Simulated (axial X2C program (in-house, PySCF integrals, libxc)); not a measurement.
# Ionising the radicals of a process plasma

Computed with an in-house all-electron X2C program for linear molecules (integrals from PySCF), spin-free (one-electron X2C) or two-component (2c: spin–orbit coupling with atomic mean-field Coulomb and Gaunt terms, which also bring small scalar terms), in Dyall basis sets with cores contracted in-house; open shells are unrestricted.

Level CCSD(T), spin-free. Basis sets: Al dyall-v3z, B dyall-v3z, Br dyall-cv3z, Co dyall-cv3z, F dyall-av3z, Ga dyall-cv3z, H dyall-v3z, Mo dyall-cv3z, P dyall-v3z, Ru dyall-cv3z, S dyall-av3z, Se dyall-cv3z, Y dyall-cv3z. Frozen shells (counts by l): YB Y 3s2p1d, B 1s, 14 electrons correlated; CoB Co 3s2p, B 1s, 12 electrons correlated; MoP Mo 4s3p1d, P 2s1p, 11 electrons correlated; RuF Ru 4s3p1d, F 1s, 15 electrons correlated; GaH Ga 3s2p, H none, 14 electrons correlated; AlSe Se 3s2p1d, Al 2s1p, 9 electrons correlated; Br₂ Br 3s2p1d, 14 electrons correlated; BS S 2s1p, B 1s, 9 electrons correlated. Coupled cluster in natural virtuals with an MP2 remainder. Where the outer core of a metal is frozen, bonds come out longer and ionisation energies lower.

```tsv
species	state	ion state	adiabatic IE with zero-point terms (eV)	D0 (eV)	D0 of the ion (eV)
YB	M_S = 2, Λ = 0	M_S = 3/2, Λ = 0	6.08	n/a	n/a
CoB	M_S = 1, Λ = 2	M_S = 3/2, Λ = 2	7.19	n/a	n/a
MoP	M_S = 3/2, Λ = 0	M_S = 1, Λ = 0	7.35	n/a	n/a
RuF	M_S = 3/2, Λ = 3	M_S = 2, Λ = 2	7.93	n/a	n/a
GaH	M_S = 0, Λ = 0	M_S = 1/2, Λ = 0	8.49	n/a	n/a
AlSe	M_S = 1/2, Λ = 0	M_S = 1, Λ = 1	8.68	3.46	0.72
Br₂	M_S = 0, Λ = 0	M_S = 1/2, Λ = 1	10.47	1.99	3.09
BS	M_S = 1/2, Λ = 0	M_S = 1, Λ = 1	11.12	5.46	2.56
```

(1) Which of these can a metastable argon atom (³P2, 11.55 eV, NIST) ionise on energy grounds?

(2) Which of these can a metastable xenon atom (³P2, 8.32 eV, NIST) ionise on energy grounds?

(3) Give the threshold for dissociative ionisation to the lowest fragments, IE + D0(ion).

Each entry is the lowest single determinant of a limited PBE0 search at one distance. De goes to single-determinant-based atoms at the same level (for ions the charge split of lowest energy) and is withheld (n/a) where an atom does not fit its ground term or J level. Main or longest-lived isotopes. One determinant is a doubtful description, or other states lie close, for YB, YB⁺, CoB, CoB⁺, MoP, MoP⁺, RuF, AlSe⁺, BS, BS⁺; these need not be ground states, and all values refer to the states named. These values were not checked against measured ones; errors of some tenths of an eV are usual, and D0 of doubtful transition-metal species is not given. Spin-free thresholds lack the spin–orbit lowering of heavy atomic ions, up to half an eV for Sn⁺ or Sb⁺.

Answers

(1) At CCSD(T), spin-free, IE lies below 11.55 eV for YB, CoB, MoP, RuF, GaH, AlSe, Br₂, BS.

(2) At CCSD(T), spin-free, IE lies below 8.32 eV for YB, CoB, MoP, RuF. Within the error of the method (some tenths of an eV) the answer is open for GaH.

(3) At CCSD(T), spin-free: AlSe → Se + Al+: 9.40 eV; Br₂ → Br+ + Br: 13.56 eV; BS → S + B+: 13.68 eV.
